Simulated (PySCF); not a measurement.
How methods differ on the ionisation energy of Er(43+)

Er(43+) [Ar] 3d7 (4F) → Er(44+) [Ar] 3d6 (5D), as a difference of total energies. Calculation: PySCF 2.14, in an uncontracted even-tempered set (18 s from 8.4 bohr⁻², ratio 2.5; 13 p from 11 bohr⁻², ratio 2.5; 8 d from 11 bohr⁻², ratio 2.5; 4 f from 45 bohr⁻², ratio 2.7; 3 g from 68 bohr⁻², ratio 2.7); scalar relativity by spin-free X2C-1e. Correlated levels: outer shells: [Ne] frozen; virtual orbitals above 40 to 60 times the deepest correlated orbital energy dropped. The calculations carry no spin-orbit coupling.

```
                method  ionisation energy (eV)
                   UHF                  3515.8
                   LDA                  3515.5
                   PBE                  3516.5
                  PBE0                  3516.9
                r2SCAN                  3518.3
                M06-2X                  3516.1
                B2PLYP                  3517.0
    MP2 (outer shells)                  3517.0
SCS-MP2 (outer shells)                  3517.2
```

Spin-orbit coupling is strong in these open shells (close to jj coupling). The scalar numbers leave it out and a first-order estimate fails, so it can dominate the gap to the real levels.

Breit and QED terms and the two-electron picture change are absent.

For comparison: 3505 ± 4 eV (theoretical estimate listed by NIST; NIST Atomic Spectra Database, ionization energies).
